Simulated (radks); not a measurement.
Problem. These are the eigenvalues of the occupied orbitals of an atom or ion with whole-number occupations (eV). All-electron calculation, scalar-relativistic Kohn-Sham, PBE, spin-unpolarised, spherical densities, point nucleus. Program: a radial shooting solver on a logarithmic mesh with Libxc functionals.

| orbital | eigenvalue |
|---|---|
| 1s | -66821.49 |
| 2s | -12701.08 |
| 2p | -11339.95 |
| 3s | -4028.773 |
| 3p | -3621.250 |
| 3d | -3150.513 |
| 4s | -1821.264 |
| 4p | -1670.334 |

Which element is it, and in what charge state? The configuration may be excited.

Solution. Z = 72, hafnium, charge +36: Hf36+ in [Kr]. The list shows which subshells hold electrons but not how many an open one holds; the 1s level, -2455.6 hartree, gives Z - s = 70.1 by -(Z - s)^2/2, which with screening and relativity narrows Z to a few neighbours, and the depths of the outer levels then fix element, charge and occupations together.
